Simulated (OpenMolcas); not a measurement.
## Cr3+ in tetrahedral coordination: ligands and hosts compared

| Property | Result |
| --- | --- |
| Program | OpenMolcas |
| Method | CASSCF |
| Active space | 3 electrons in 5 orbitals (3d) |
| Spin-orbit coupling | state interaction with AMFI integrals over the reference wave functions |

Distances were set from a Shannon-type radius of the metal (high-spin where two are listed) plus a fixed donor radius (Br 1.91, Cl 1.76, O 1.38, F 1.31 Å). Anionic complexes are neutralised by point charges, and hosts are embedded clusters. Ligand basis ANO-RCC-VDZP. States (labels of Td). Energies in cm-1 above the lowest state or level, χT in cm3 K/mol; under a threefold ground state the first gap can be a small split of the lowest multiplet, not the spin-orbit step; 10Dq and B are least-squares fits to the states below 45000 cm-1, weighted by degeneracy, with a free offset, and given where the rms deviation is under 5 % of |10Dq| (or 100 cm-1) and under 700 cm-1; 10Dq is negative for this site.

```json
{"Ligand or host": "Br", "R (Å)": "2.4", "Metal basis": "ANO-RCC-VDZP", "Outer charge (e at Å behind ligand)": "0.25 at 2.6", "Ground state": "4T1", "First state of that spin": "4T2 4344", "10Dq": "", "B (rms of fit)": "", "First gap with spin-orbit (degeneracies)": "19.1 (4, 2)", "χT at 300 K": "1.721", "First state of another spin": "2E 13390"}
{"Ligand or host": "Cl", "R (Å)": "2.25", "Metal basis": "ANO-RCC-VTZP", "Outer charge (e at Å behind ligand)": "0.25 at 3.2", "Ground state": "4T1", "First state of that spin": "4T2 4776", "10Dq": "", "B (rms of fit)": "", "First gap with spin-orbit (degeneracies)": "24.2 (4, 2)", "χT at 300 K": "1.472", "First state of another spin": "2E 13350"}
{"Ligand or host": "O", "R (Å)": "1.86", "Metal basis": "ANO-RCC-VDZP", "Outer charge (e at Å behind ligand)": "1.2 at 2.6", "Ground state": "4T1", "First state of that spin": "4T2 5399", "10Dq": "-6015", "B (rms of fit)": "965 (273)", "First gap with spin-orbit (degeneracies)": "25.7 (4, 2)", "χT at 300 K": "1.423", "First state of another spin": "2E 12391"}
{"Ligand or host": "F", "R (Å)": "1.79", "Metal basis": "ANO-RCC-VDZP", "Outer charge (e at Å behind ligand)": "0.25 at 3.2", "Ground state": "4T1", "First state of that spin": "4T2 7048", "10Dq": "-7948", "B (rms of fit)": "990 (299)", "First gap with spin-orbit (degeneracies)": "23.4 (4, 2)", "χT at 300 K": "1.448", "First state of another spin": "2E 11013"}
```

The rows also differ in their metal basis and outer charges, so part of each step comes from that.

The first state of the same spin rises in the order Br < Cl < O < F, by a factor of 1.62 from first to last.

Against the free ion in the same method and basis, β = B / B(free) is 965 / 1151 = 0.84 for O, 990 / 1151 = 0.86 for F.

An orbital triplet at a regular site is open to Jahn-Teller coupling, which can distort the site and quench the lowest spin-orbit gaps and is left out. Without dynamic correlation the repulsion within the d shell is too large (B by tens of per cent), so at a given field states of lower spin stand too high. Ligand-to-metal charge-transfer states are missing. With no ligand orbital active B as a rule stays too high, so bands that hang on it stand too high and its fall with covalency is understated. With metal d orbitals alone and no dynamic correlation the field as a rule comes out too small, by tens of per cent, by up to half for chloride and softer ligands. The oxide ions are held by bare point charges, a crude embedding (holds for O). No measured value stands beside these numbers; the geometry is a model, was not optimised and need not be the one that this ion takes.
